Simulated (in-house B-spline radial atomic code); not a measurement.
Configurations of the manganese ion Mn⁺, with energies counted from [Ar] (3d3/2)4 (3d5/2)1 4s1. Computed with an all-electron radial atomic-structure program (B-spline basis): Dirac-Hartree-Fock, average of each configuration as written, Fermi nucleus of rms radius 3.7057 fm. Energies include first-order Breit, QED and recoil terms.

Occupations are held fixed; configurations that lie above the ionisation limit could autoionise.

```csv
configuration,E - E(ref) (eV),highest orbital,its <r> (bohr)
[Ar] (3d5/2)5 4s1,0.36808,4s1/2,2.948
[Ar] (3d3/2)3 (3d5/2)2 4s1,0.64441,4s1/2,2.947
[Ar] (3d3/2)3 (3d5/2)1 4s2,4.7818,4s1/2,2.764
[Ar] (3d5/2)4 4s1 (8f7/2)1,19.683,8f7/2,44.65
[Ne] 3s2 (3p1/2)2 (3p3/2)3 (3d3/2)3 (3d5/2)2 4s1 (5p1/2)1,66.475,5p1/2,7.641
[Ne] 3s2 (3p1/2)2 (3p3/2)3 (3d3/2)3 (3d5/2)2 4s1 (8g7/2)1,70.763,8g7/2,42.98
[Ne] 3s2 (3p1/2)2 (3p3/2)3 (3d5/2)5 4s1 (6f7/2)1,72.617,6f7/2,23.74
```

**Question.** Order these further configurations by energy, lowest first.
A. [Ne] 3s2 (3p1/2)2 (3p3/2)3 (3d3/2)3 (3d5/2)2 4s1 (7p1/2)1
B. [Ar] (3d5/2)5 (5g7/2)1
C. [Ne] 3s2 (3p1/2)2 (3p3/2)3 (3d3/2)2 (3d5/2)3 4s1 (4f7/2)1
D. [Ar] (3d3/2)4 4s1 (8g7/2)1
E. [Ar] (3d3/2)1 (3d5/2)4 6s1

**Answer.** E (11.808 eV), B (12.575 eV), D (18.651 eV), C (69.44 eV), A (69.664 eV).

**Question.** How far above the reference does [Ar] (3d3/2)4 (3d5/2)1 (4d3/2)1 lie?

**Answer.** 8.7515 eV; its least bound orbital is 4d3/2 with <r> = 5.889 bohr.

**Question.** How far above the reference does [Ar] (3d3/2)1 (3d5/2)4 4s1 lie?

**Answer.** 0.82822 eV; its least bound orbital is 4s1/2 with <r> = 2.946 bohr.
